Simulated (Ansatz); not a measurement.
**BiH5 in a box, plane waves**

Ansatz 0.2.0, DFT PBE, spin-orbit coupling, plane waves, PAW, molecule in a box. The geometry was relaxed with Gaussian bases (PBE; Bi def2-SVP with ECP60, H def2-SVP).

```yaml
crystal:
  lattice:
    - [11.74, 0.0, 0.0]
    - [0.0, 12.16, 0.0]
    - [0.0, 0.0, 12.77]
  atoms:
    - { symbol: Bi, position: [0.46106814, 0.50010362, 0.50019499] }
    - { symbol: H, position: [0.46106814, 0.50010362, 0.64800078] }
    - { symbol: H, position: [0.46106814, 0.50010362, 0.35238841] }
    - { symbol: H, position: [0.6165954, 0.50010362, 0.50019499] }
    - { symbol: H, position: [0.38330579, 0.63014145, 0.50019499] }
    - { symbol: H, position: [0.38330494, 0.37006579, 0.50019499] }
basis:
  ecutwfc: 420
  ecutrho_ratio: 4
kpoints:
  mp_grid: { grid: [1, 1, 1] }
hamiltonian:
  xc: pbe
scf:
  occupations: { method: gaussian, width: 0.01 }
output:
  forces: true
  eigenvalues: true
  populations: true
  write_density: true
  write_potential: true
  elf: true
  volumetric_format: npy
magnetization:
  noncollinear: true
  spin_orbit: true
```

Command:
```sh
ansatz run input.yaml --threads 2 --pin off --max-ram 5120MiB --backend cpu --events-out ev --progress --plain --runs-dir out
```
It took 14 s on 2 threads of Intel(R) Xeon(R) CPU @ 2.60GHz (Ice Lake), on a shared host, peak memory 2 GiB.

Question: How does the SCF go?

Answer: 
```
SCF iter   1: F=—  HF=-12513.965100 eV  |F-HF|=—  |Δ(HF+E_count)|=         —  Δρ=1.33e-2
preconditioner: auto → Resta (q_TF=auto, 1.286 Å⁻¹)  ε∞=1.1  [insulator: Δε(μ)=2.936 eV  Ē_g=8.217 eV  σ=0.010 eV  W_gap=1.00  n_s
spin=Noncollinear: Resta preconditioning applied to the charge; magnetization (m_x, m_y, m_z) channels mix plain (no charge-respon
SCF iter   2: F=—  HF=-12513.234213 eV  |F-HF|=—  |Δ(HF+E_count)|=   7.31e-1  Δρ=7.70e-3
SCF iter   3: F=—  HF=-12512.898721 eV  |F-HF|=—  |Δ(HF+E_count)|=   3.35e-1  Δρ=1.32e-3
SCF iter   4: F=—  HF=-12512.891848 eV  |F-HF|=—  |Δ(HF+E_count)|=   6.87e-3  Δρ=4.67e-4
SCF iter   5: F=—  HF=-12512.891947 eV  |F-HF|=—  |Δ(HF+E_count)|=   9.91e-5  Δρ=2.08e-4
SCF iter   6: F=—  HF=-12512.892214 eV  |F-HF|=—  |Δ(HF+E_count)|=   2.67e-4  Δρ=3.12e-5
SCF iter   7: F=—  HF=-12512.892229 eV  |F-HF|=—  |Δ(HF+E_count)|=   1.50e-5  Δρ=4.34e-6
SCF iter   8: F=-12512.892229 eV  HF=-12512.892229 eV  |F-HF|=2.10e-8  |Δ(HF+E_count)|=   1.17e-7  Δρ=8.75e-7
```

Question: Which levels lie next to the highest filled one (eV, counted from it)?

Answer: Filled: -10.99, -10.99, -4.42, -4.42, -3.41, -3.41, -3.27, -3.27, 0.00, 0.00. Empty: 2.28, 2.28, 4.13, 4.13, 4.58, 4.58, 5.17, 5.17.

Question: What forces are left at this geometry, relaxed with Gaussian bases (eV/Å)?

Answer: 
```
Bi   0.00  0.00  0.00
H    0.00  0.00 -0.11
H    0.00  0.00  0.11
H   -0.15  0.00  0.00
H    0.07 -0.13  0.00
H    0.07  0.13  0.00
```

The highest of the empty levels listed lie near the vacuum level and may be states of the box.
